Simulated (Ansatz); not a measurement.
One change: `[NH2][Mo]([NH2])(=[O])=[S]` becomes `[NH2][Mo](=[O])([OH])=[S]`.

Ansatz, PBE0-D4/def2-TZVP geometries, multiplicity 1. Each molecule was computed in one conformer, which needn't be the lowest.

Elements past krypton have def2 core potentials.

```tsv
property	`[NH2][Mo]([NH2])(=[O])=[S]`
HOMO–LUMO gap (PBE/def2-TZVPP) / eV	2.95
HOMO energy (PBE0/def2-TZVPP) / eV	-7.35
HOMO energy (B3LYP/def2-TZVPP) / eV	-7.11
zero-point energy (PBE0-D4/def2-TZVP) / kJ/mol	146.1
size of the dipole moment (PBE/def2-TZVPP) / D	3.93
LUMO energy (ωB97M-V/def2-TZVPP) / eV	-0.44
```

(1) What does the change do to each property? (Best estimate.)

Results:

(1) Ansatz gave: 
| property | `[NH2][Mo](=[O])([OH])=[S]` | shift |
| --- | --- | --- |
| HOMO–LUMO gap (PBE/def2-TZVPP) / eV | 2.97 | 0.02 |
| HOMO energy (PBE0/def2-TZVPP) / eV | -7.61 | -0.26 |
| HOMO energy (B3LYP/def2-TZVPP) / eV | -7.37 | -0.26 |
| zero-point energy (PBE0-D4/def2-TZVP) / kJ/mol | 115.2 | -30.9 |
| size of the dipole moment (PBE/def2-TZVPP) / D | 3.45 | -0.48 |
| LUMO energy (ωB97M-V/def2-TZVPP) / eV | -0.69 | -0.25 |

The zero-point energy changes by -30.9 kJ/mol with -3 modes. Dipoles are sizes alone; their direction can turn.

B3LYP here is the variant with VWN-RPA as its local correlation; programs differ in this.
